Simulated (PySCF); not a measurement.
PySCF 2.14 output of an unrestricted r2SCAN calculation on a single atom or ion in aug-cc-pwCVDZ-PP with ECP10MDF (6s5p4d1f, 48 functions), with a scalar-relativistic core potential:

```
SCF conv_tol = 1e-09
number electrons alpha = 11  beta = 9
    J. W. Furness, A. D. Kaplan, J. Ning, J. P. Perdew, and J. Sun.,  J. Phys. Chem. Lett. 11, 8208-8215 (2020)
    J. W. Furness, A. D. Kaplan, J. Ning, J. P. Perdew, and J. Sun.,  J. Phys. Chem. Lett. 11, 9248-9248 (2020)
    J. W. Furness, A. D. Kaplan, J. Ning, J. P. Perdew, and J. Sun.,  J. Phys. Chem. Lett. 11, 8208-8215 (2020)
    J. W. Furness, A. D. Kaplan, J. Ning, J. P. Perdew, and J. Sun.,  J. Phys. Chem. Lett. 11, 9248-9248 (2020)
cycle= 1 E= -292.346330537509  delta_E= -0.00843  |g|= 0.0674  |ddm|= 2.42
cycle= 2 E= -292.346445758141  delta_E= -0.000115  |g|= 0.0627  |ddm|= 0.55
cycle= 3 E= -292.346965832837  delta_E= -0.00052  |g|= 0.00117  |ddm|= 0.287
cycle= 4 E= -292.346966579341  delta_E= -7.47e-07  |g|= 0.000121  |ddm|= 0.00595
cycle= 5 E= -292.346966585023  delta_E= -5.68e-09  |g|= 5.02e-06  |ddm|= 0.000924
cycle= 6 E= -292.346966585037  delta_E= -1.43e-11  |g|= 5.62e-07  |ddm|= 2.56e-05
converged SCF energy = -292.346966585037  <S^2> = 2.0054046  2S+1 = 3.0036009
```

The run itself started from symmetry-adapted Hartree-Fock orbitals and held the occupation by maximum overlap, on a logarithmic radial grid, so the iterations belong to that start.

**Question.** Which element, charge and spin multiplicity is this?

**Answer.** Ge²⁺ (germanium, charge +2), multiplicity 3; the state was [Ar] 3d9 4s2 4p1, one real determinant (an excited configuration).

⟨L²⟩ = 8.02 against 12 for a pure F term, so this real determinant mixes terms. Energies and moments cover only the electrons outside the core potential.
